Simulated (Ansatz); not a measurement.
Cartesian coordinates in Å:
```
C -1.017 -1.103 -2.967
Zn -1.245 -0.940 -1.047
Se -1.532 -0.757 1.225
C 0.089 0.312 1.640
C 0.045 1.682 0.994
C 1.363 -0.439 1.316
H -1.875 -1.613 -3.411
H -0.119 -1.677 -3.203
H -0.929 -0.118 -3.430
H 0.004 0.424 2.724
H 0.889 2.291 1.339
H -0.880 2.209 1.230
H 0.119 1.605 -0.095
H 1.475 -0.575 0.236
H 1.378 -1.425 1.781
H 2.235 0.123 1.669
```

Total charge 0; spin multiplicity 1.

List the r2SCAN/def2-TZVPP orbital energies in eV (Ansatz). (An estimate is asked.)

Ansatz gave: Occupied: -12333.29, -9435.01, -1573.93, -1411.18, -1411.14, -1411.11, -1144.39, -1007.01, -1006.99, -1006.93, -274.12, -273.01, -273.01, -272.56, -210.04, -153.50, -153.37, -153.25, -130.31, -86.12, -86.07, -85.95, -53.85, -53.83, -53.73, -53.63, -53.62, -21.07, -18.04, -17.58, -17.10, -14.61, -12.14, -12.05, -11.99, -11.92, -11.91, -11.75, -11.04, -10.58, -9.93, -9.71, -9.71, -8.95, -8.85, -8.13, -7.42, -6.38, -5.38. Lowest empty: -1.19, -0.48, -0.30, 0.81, 1.41, 1.83, 2.31, 2.46.
